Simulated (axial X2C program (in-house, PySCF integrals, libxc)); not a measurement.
**CsO⁺: from Re and ωe to a spectrum**

A bond curve at the CCSD(T) level, 2c, was computed with an in-house relativistic program for diatomic molecules (basis Cs dyall-cv3z [15s15p9d4f1g], O dyall-av3z [7s6p3d2f] (cores contracted in-house)) for the state Ω = 1 (⟨Sz⟩ = 1.00, ⟨Lz⟩ = 0.00 at HF). Its fit gives Re = 3.3995 Å, ωe = 88.3 cm⁻¹, ωexe = 2.52 cm⁻¹ and αe = 2.816e-03 cm⁻¹; the masses are 132.9054 and 15.9949 u. Two-component means X2C with spin–orbit coupling and atomic mean-field Coulomb and Gaunt terms.

Correlated methods: 14 electrons correlated (number of frozen shells: Cs 4 s, 3 p, 2 d; O 1 s), 296 virtual spin orbitals or spinors in MP2, 90 natural virtuals in coupled cluster.

(1) Find the reduced mass, Be and the force constant.

(2) Where do the fundamental and the first overtone lie?

(3) Estimate the centrifugal constant by the Kratzer relation.

(4) A Morse curve ties αe to the other constants (Pekeris). How well does that hold?

(5) Estimate De from a Morse curve and compare with the computed well depth of 0.107 eV to Cs+ + O.

One determinant describes the state; a PBE0 search over occupations chose it and may have missed a lower one. Dissociation energies refer to the lowest single-determinant-based atoms at the same level and basis. CCSD and (T) use frozen natural virtuals with an MP2 correction for the truncation; (T) itself is uncorrected, so its De runs slightly low. PBE0 can misorder states that lie within some tenths of an eV, so this need not be the ground state of the molecule. The nearest other 2c determinant of the search, Ω = 2, lies 0.32 eV up at the distance of the search. With several unpaired electrons one determinant need not be a pure state. Open-shell Ω = 0 determinants with evenly filled partner blocks cannot be reached by this program, so the Ω shown need not be the lowest component. This is the Ω = 1 component of a π² triplet; the 0⁺ component is not one determinant and can lie lowest. The bond is weak, and without diffuse functions and with truncated virtuals even CCSD(T) can be tens of per cent off in De.

Answers

(1) From the CCSD(T) values: μ = 14.2767 u. Be = 16.8576/(μ Re²) = 0.1022 cm⁻¹. k = 5.8918×10⁻⁷ μ ωe² = 0.0656 mdyn/Å.

(2) ν(1←0) = ωe − 2ωexe = 83.3 cm⁻¹; ν(2←0) = 2ωe − 6ωexe = 161.5 cm⁻¹.

(3) D = 4Be³/ωe² = 5.47e-07 cm⁻¹.

(4) αe(Morse) = 6Be²/ωe × (√(ωexe/Be) − 1) = 2.814e-03 cm⁻¹; the CCSD(T) curve gives 2.816e-03 cm⁻¹, a ratio of 1.00.

(5) De(Morse) = ωe²/(4ωexe) = 0.096 eV against 0.107 eV computed, a ratio of 0.90. For De the Morse form works well here.
